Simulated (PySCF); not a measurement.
CH8AlNO2Si (SMILES C[N]([SiH3])[Al]([OH])[OH]), singlet, at a GFN2-xTB geometry (such geometries of metal compounds can be far from the true shape). Base run: CAMB3LYP/6-31G, polarisability (PySCF).

Input for PySCF:
```python
from pyscf import gto, scf, dft
from pyscf.prop import polarizability

mol = gto.Mole()
mol.atom = '''
    Si   -1.74573011   -0.45007810    1.12838094
    N    -0.71984261    0.20077478   -0.10578640
    C    -1.38723296    1.01256339   -1.11389567
    Al    1.08045469   -0.03941543   -0.23246057
    O     1.93762332   -0.91822223    0.87101772
    O     1.81943847    0.67399850   -1.51800266
    H    -2.40788351    0.65250071    1.84595510
    H    -0.91428047   -1.24252592    2.03309200
    H    -2.78872952   -1.27994758    0.50224710
    H    -0.66726113    1.36856473   -1.84780286
    H    -2.15481257    0.43331322   -1.63570865
    H    -1.87291520    1.88032754   -0.65758064
    H     1.96151137   -1.43595428    1.66132790
    H     2.54448302    0.91020157   -2.07711715
'''
mol.basis = '6-31g'
mol.verbose = 4
mol.build()

mf = dft.RKS(mol)
mf.xc = 'camb3lyp'
mf.kernel()
alpha = mf.Polarizability().polarizability()[2, 2]
print('alpha_zz =', alpha)
```

The base run was repeated with changes; each row names its change, and settings that it needs were set with it.

```tsv
change	alpha_zz (bohr³)	basis functions	core-seconds (rough)
base	57.55	78	50
basis = STO-3G	(withheld)	(withheld)	20
finite field (a.u.) = 0.001; conv_tol = 1e-6	57.58	78	40
functional = pbe0	(withheld)	78	30
finite field (a.u.) = 0.001; conv_tol = 1e-11	57.55	78	80
finite field (a.u.) = 0.005; conv_tol = 1e-11	57.57	78	70
functional = hf	51.91	78	3
functional = pbe	62.41	78	20
functional = lda,vwn	63.02	78	20
finite field (a.u.) = 2e-4; conv_tol = 1e-6	51.15	78	30
basis = 6-31G*	59.52	108	80
basis = def2-SVP	62.71	132	100
```

Complete the blanks.


- basis = STO-3G, alpha_zz (bohr³): 36.10
- basis = STO-3G, basis functions: 46
- functional = pbe0, alpha_zz (bohr³): 58.70

Finite-field rows take the second difference of the energy in a field along z; a small field with loose convergence shows SCF noise divided by the square of the field, and a large one adds hyperpolarisability.
